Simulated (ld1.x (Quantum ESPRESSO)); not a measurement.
## calcium: PAW pseudisation with PBE, scalar-relativistic reference atom.

The input file (ld1.x (Quantum ESPRESSO) 7.5):

```
&input
   title='Ca', zed=20., rel=1, dft='PBE', iswitch=3,
   config='[Ar] 3d0 4s2 4p0',
   nld=3, rlderiv=3.30, eminld=-5.0, emaxld=5.0, deld=0.02
 /
 &inputp
   pseudotype=3, lpaw=.true., tm=.true., lloc=-2, rcloc=2.65,
   nlcc=.false.,
   which_augfun='PSQ', rmatch_augfun_nc=.true.,
   file_pseudopw='Ca.UPF', file_wfcaegen='ae.wfc', file_wfcncgen='nc.wfc', file_beta='beta', file_chi='chi', file_wfcusgen='us.wfc'
 /
6
3S  1  0   2.00   0.00  1.55  1.80  0.0
4S  2  0   2.00   0.00  1.55  1.80  0.0
3P  2  1   6.00   0.00  1.75  1.95  0.0
4P  3  1   0.00   0.00  1.75  1.95  0.0
3D  3  2   0.00   0.00  2.20  3.05  0.0
3D  3  2   0.00   0.65  2.20  3.05  0.0
 &test
   configts(1)='3s2 3p6 3d0 4s2 4p0'
 /
```

Command:

```bash
ld1.x < Ca.in > Ca.out
```

Resulting log (shortened: banner, matrices, multipoles, cross overlaps and the repeated all-electron block are left out):

```
Program LD1 v.7.5
     --------------------------- All-electron run ----------------------------

     Ca
     scalar relativistic calculation

     atomic number is 20.00
     dft =PBE   lsd =0 sic =0 latt =0  beta=0.20 tr2=1.0E-14
     Exchange-correlation= PBE
                           (   1   4   3   4   0   0   0)
     mesh =1169 r(mesh) =  99.90979 a.u. xmin = -7.00 dx = 0.01250
     1 Ry =  13.60569312 eV, c = 137.03599908

     n l     nl                  e(Ry)          e(Ha)          e(eV)
     1 0     1S 1( 2.00)      -290.2763      -145.1381     -3949.4098
     2 0     2S 1( 2.00)       -30.4557       -15.2279      -414.3711
     2 1     2P 1( 6.00)       -24.6029       -12.3014      -334.7390
     3 0     3S 1( 2.00)        -3.4612        -1.7306       -47.0917
     3 1     3P 1( 6.00)        -2.0586        -1.0293       -28.0081
     3 2     3D 1( 0.00)        -0.1431        -0.0715        -1.9466
     4 0     4S 1( 2.00)        -0.2768        -0.1384        -3.7662
     4 1     4P 1( 0.00)        -0.1031        -0.0515        -1.4026

     final scf error:  2.2E-15 reached in  24 iterations

     Etot =   -1360.652303 Ry,    -680.326152 Ha,  -18512.617684 eV

     Ekin =    1369.896479 Ry,     684.948239 Ha,   18638.391102 eV
     Encl =   -3231.492647 Ry,   -1615.746324 Ha,  -43966.697284 eV
     Eh   =     572.906199 Ry,     286.453100 Ha,    7794.785934 eV
     Exc  =     -71.962334 Ry,     -35.981167 Ha,    -979.097437 eV

     normalization and overlap integrals

     s(1S/1S) =  1.000000  <r> =   0.0768  <r2> =    0.0079  r(max) =   0.0500
     s(2S/2S) =  1.000000  <r> =   0.3643  <r2> =    0.1572  r(max) =   0.2987
     s(2P/2P) =  1.000000  <r> =   0.3278  <r2> =    0.1330  r(max) =   0.2477
     s(3S/3S) =  1.000000  <r> =   1.1560  <r2> =    1.5427  r(max) =   0.9918
     s(3P/3P) =  1.000000  <r> =   1.2711  <r2> =    1.9075  r(max) =   1.0427
     s(3D/3D) =  1.000000  <r> =   2.3741  <r2> =    7.9611  r(max) =   1.2735
     s(4S/4S) =  1.000000  <r> =   4.0202  <r2> =   18.5504  r(max) =   3.4187
     s(4P/4P) =  1.000000  <r> =   5.4077  <r2> =   34.0718  r(max) =   4.3897

     ------------------------ End of All-electron run ------------------------

     --------------------- Generating PAW atomic setup --------------------

      Generating local potential from pseudized AE potential:
      Matching radius rcloc =   2.6500
      Enforcing V''(0)=0 (lloc=-2)

      Local pseudo, rcloc= 2.663 Estimated cut-off energy=     5.26 Ry

      Computing core charge for PAW:

       r > 0.61 : true rho core
       r < 0.61 : rho core = a sin(br)/r    a=  14.85  b=   4.40

      Integrated core pseudo-charge :   2.67
      Wfc-us  3S rcutus= 1.785  Estimated cut-off energy=    16.69 Ry
      Wfc-us  4S rcutus= 1.785  Estimated cut-off energy=    33.44 Ry
      Wfc-us  3P rcutus= 1.972  Estimated cut-off energy=    21.43 Ry
      Wfc-us  4P rcutus= 1.972  Estimated cut-off energy=    39.35 Ry
      Wfc-us  3D rcutus= 3.017  Estimated cut-off energy=    12.60 Ry
      Wfc-us  3D rcutus= 3.017  Estimated cut-off energy=    23.66 Ry

     Required augmentation: PSQ   radius:    3.050000
      Problem with multipole  6  2:  6  2 l3=  4     -0.0000130

     Q pseudized with Bessel functions
     Expected ecutrho=     147.6026 due to l1=  0   l2=  2

     Estimated PAW energy = -133.381264 Ryd

     ------------------- End of pseudopotential generation -------------------

     Computing logarithmic derivative in   3.31361
     Computing logarithmic derivative in   3.31361
     Computing the partial wave expansion
     R is outside the sphere for l=    0 j= 0.00
     R is outside the sphere for l=    0 j= 0.00
     R is outside the sphere for l=    1 j= 0.00
     R is outside the sphere for l=    1 j= 0.00
     R is outside the sphere for l=    2 j= 0.00
     R is outside the sphere for l=    2 j= 0.00

     ---------------------- Testing the pseudopotential ----------------------

     Ca
     scalar relativistic calculation

     atomic number is 20.00   valence charge is 10.00
     dft = SLA  PW   PBX  PBC   lsd =0 sic =0 latt =0  beta=0.20 tr2=1.0E-14
     mesh =1169 r(mesh) =  99.90979 xmin = -7.00 dx = 0.01250

     n l     nl             e AE (Ry)        e PS (Ry)    De AE-PS (Ry)
     1 0     3S   1( 2.00)       -3.46117       -3.46115       -0.00003
     2 1     3P   1( 6.00)       -2.05856       -2.05853       -0.00003
     3 2     3D   1( 0.00)       -0.14307       -0.14306       -0.00001
     2 0     4S   1( 2.00)       -0.27681       -0.27681       -0.00000
     3 1     4P   1( 0.00)       -0.10309       -0.10309       -0.00000

     eps = 4.0E-15  iter =  4

     Etot =   -1360.652303 Ry,    -680.326152 Ha,  -18512.617684 eV
     Etotps =  -133.381263 Ry,     -66.690632 Ha,   -1814.744537 eV

     Ekin =      89.324335 Ry,      44.662167 Ha,    1215.319484 eV
     Encl =    -207.528253 Ry,    -103.764126 Ha,   -2823.565723 eV
     Ehrt =      56.785045 Ry,      28.392522 Ha,     772.599896 eV
     Ecxc =     -71.962390 Ry,     -35.981195 Ha,    -979.098194 eV

     ---------------------- End of pseudopotential test ----------------------
```

Generation and configuration tests took about 1.8 s on one core of a shared server CPU.
